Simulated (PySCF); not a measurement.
Correlation energy of Ti(2+) (titanium, charge +2)

[Ar] 3d1 4p1, one real determinant (an excited configuration). Computed with PySCF 2.14 in aug-cc-pVTZ (8s7p5d3f2g, 93 functions), with the non-relativistic Hamiltonian (point nucleus). Frozen: [Ar]; 2 electrons correlated.

With two correlated electrons CCSD is exact within the correlated space (frozen core and kept virtual orbitals).

```
level  correlation energy (mhartree)
 CCSD                          -2.84
```

Diagnostics: T1 = 0.0022, D1 = 0.0041, largest double amplitude 0.074.

Question: Is a single reference adequate?

Answer: Mostly. T1 lies below 0.03, but a double amplitude of this size points to a near-degeneracy that CCSD handles and MP2 describes poorly.

The reference is one real determinant that mixes LS terms of this configuration.
